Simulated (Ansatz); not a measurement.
Correlation energies of `[OH][In]([F])[Br]` by basis set

Cartesian coordinates in Å:
```
O -1.5605 0.1792 0.0736
In 0.3820 0.1847 -0.1802
F 1.0784 1.6082 -1.2796
Br 1.9519 -1.4220 0.7576
H -1.8517 -0.5502 0.6286
```

Charge 0, multiplicity 1. Correlated methods include outer-core shells of Br, In, which these sets cover unevenly. Scalar relativity is left out up to krypton. In takes the def2 core potential. The structure was optimised at the PBE0-D4/def2-TZVP level. It is one conformer, not always the lowest. Frozen core, restricted reference, Ansatz.

```
     basis      HF (Eh)  MP2 corr.  CCSD corr.       (T)  CCSD(T) total
  def2-SVP  -2936.13993   -0.69059    -0.69805  -0.01503    -2936.85301
def2-TZVPP  -2936.69615   -1.04387    -1.03953  -0.03468    -2937.77036
def2-QZVPP  -2936.75616   -1.59697           –         –              –
```
